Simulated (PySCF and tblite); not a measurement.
Results of a calculation; reference values are marked as such.
i-PeOMe, C6H14O, numbered as in [CH3:1][O:2][CH2:3][CH2:4][CH:5]([CH3:6])[CH3:7].

First level. Free energies: B3LYP-D3(BJ)/def2-TZVP (IEF-PCM, chloroform) on PBE0-D3(BJ)/def2-SVP structures plus GFN2-xTB thermal terms, symmetry and mirror images included. Conformers within 3 kcal/mol (GFN2-xTB free energy) were kept, 8 at most. GIAO shieldings: wB97X-D/pcSseg-1 (IEF-PCM, chloroform). Shifts are against TMS (¹H), TMS (¹³C) at the same level. Run with PySCF (density fitting) and tblite.

It gives, at 298.15 K, with 8 conformers (largest weight 43 %): ¹H: 3.33 (H1, 3H), 3.22 (H3, 2H), 1.39 (H5, 1H), 1.21 (H4, 2H), 0.88 (H6/H7, 6H) ppm. ¹³C: 72.3 (C3), 59.6 (C1), 40.0 (C4), 26.6 (C5), 24.0 (C6/C7) ppm.

Second level: PBE0-D3(BJ)/def2-SVP geometries, energies BP86-D3(BJ)/pcSseg-1, SCF tolerance 1e-06, shieldings BP86/pcSseg-1, SCF tolerance 1e-06, on up to 4 of the same conformers.

Question: How do the averaged shifts change?

Answer: 
| signal | first | second | change (ppm) |
| --- | --- | --- | --- |
| H1 | 3.33 | 3.41 | 0.08 |
| H3 | 3.22 | 3.32 | 0.10 |
| H4 | 1.21 | 1.29 | 0.07 |
| H5 | 1.39 | 1.78 | 0.39 |
| H6/H7 | 0.88 | 0.87 | -0.02 |
| C1 | 59.6 | 61.7 | 2.1 |
| C3 | 72.3 | 74.9 | 2.5 |
| C4 | 40.0 | 42.5 | 2.5 |
| C5 | 26.6 | 27.4 | 0.8 |
| C6/C7 | 24.0 | 23.9 | 0.0 |

The largest weight becomes 78 %.

Shifts are unscaled: against experiment ¹³C can be off by 15 ppm or more and ¹H by 0.8 ppm. The cap on conformers cut off some of the population, so the set may be incomplete.
